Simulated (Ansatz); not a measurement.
One change: `O[SiH2]O[Si](F)(Cl)Cl` becomes `O[SiH2]S[Si](F)(Cl)Cl`.

Ansatz, PBE0-D4/def2-TZVP geometries, multiplicity 1. Each molecule was computed in one conformer, which needn't be the lowest.

```
                                          property  `O[SiH2]O[Si](F)(Cl)Cl`
                 HOMO energy (PBE/def2-TZVPP) / eV                    -7.80
              HOMO–LUMO gap (PBE0/def2-TZVPP) / eV                     9.47
               HOMO–LUMO gap (PBE/def2-TZVPP) / eV                     7.06
  size of the dipole moment (B3LYP/def2-TZVPP) / D                     1.80
size of the dipole moment (ωB97M-V/def2-TZVPP) / D                     1.79
             HOMO–LUMO gap (B3LYP/def2-TZVPP) / eV                     8.94
```

(1) What does the change do to each property? (Best estimate.)

## Answers

(1) Ansatz gave: 
| property | `O[SiH2]S[Si](F)(Cl)Cl` | shift |
| --- | --- | --- |
| HOMO energy (PBE/def2-TZVPP) / eV | -7.01 | 0.79 |
| HOMO–LUMO gap (PBE0/def2-TZVPP) / eV | 7.92 | -1.55 |
| HOMO–LUMO gap (PBE/def2-TZVPP) / eV | 5.71 | -1.35 |
| size of the dipole moment (B3LYP/def2-TZVPP) / D | 0.56 | -1.24 |
| size of the dipole moment (ωB97M-V/def2-TZVPP) / D | 0.56 | -1.23 |
| HOMO–LUMO gap (B3LYP/def2-TZVPP) / eV | 7.43 | -1.51 |

With PBE0 the HOMO rises by 0.99 eV and the LUMO falls by 0.55 eV, so the gap narrows by about 1.54 eV. PBE moves the HOMO by 0.79 eV and ωB97M-V by 1.11 eV. Dipoles are sizes alone; their direction can turn.

B3LYP here is the variant with VWN-RPA as its local correlation; programs differ in this.
